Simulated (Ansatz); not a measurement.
The first iterations of a band of BClH3N + FH (8 atoms, charge 0, multiplicity 1).

The calculation used RKS B3LYP/6-31G* (Ansatz 0.2.0).

```
movable images  : 7
climbing image  : yes
spring          : 5.0 eV/Å²
optimiser       : quadratic models (default)
start path      : through a guess of the saddle point
force threshold : 0.05 eV/Å
iteration limit : 6
end points      : relaxed
```

Initial state:

```xyz
8
Properties=species:S:1:pos:R:3
B 0.183 -0.365 -0.069
H 0.213 -0.981 0.944
N 1.295 -0.178 -0.872
H 2.210 -0.508 -0.597
H 1.283 0.346 -1.737
Cl -1.411 0.281 -0.628
F 0.007 1.974 1.618
H -0.764 1.814 1.107
```

Final state:

```xyz
8
Properties=species:S:1:pos:R:3
B 0.046 0.413 -0.866
H -0.243 0.497 3.455
N 1.330 0.001 -1.214
H 1.534 -0.524 -2.051
H 2.132 0.208 -0.634
Cl -1.350 0.033 -1.909
F -0.172 1.107 0.254
H -0.259 0.650 2.729
```

| iteration | highest image above the first end (eV) | largest band force component (eV/Å) |
| --- | --- | --- |
| 1 | 11.680 | 70.466 |
| 2 | 1.817 | 3.922 |

Task: Does the band converge within its limit, and where does its top end?

Result: The run ended unconverged. It ended after 6 iterations with the highest image 1.300 eV above the first end. The band didn't meet its force threshold, so its energies are provisional: the largest band force was still 0.63 eV/Å, and over the last iterations the top moved between 1.22 and 1.31 eV. The orbitals stay closed-shell, which can raise the energy where a bond breaks towards radicals; this wasn't checked here.

Time of the run: 63 s on 1 thread of AMD EPYC 9R45 96-Core Processor (Zen 5), on a shared host, peak memory 0.15 GiB.
